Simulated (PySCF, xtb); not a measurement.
H4Pb, SMILES [PbH4].

Harmonic wavenumbers (cm⁻¹) from GFN2-xTB (xtb) at its own minimum, in rising order: 692, 692, 692, 766, 766, 1563, 1852, 1852, 1853.

Question: What does PBE-D3(BJ)/def2-TZVPD (PySCF) give at its own minimum? (Estimate from the structure and the level; the computed values follow.)

Answer: 585, 585, 585, 659, 659, 1765, 1803, 1803, 1803. Paired by order, the mean absolute difference is 98 cm⁻¹ and the zero-point energies are 15.3 and 14.6 kcal/mol.
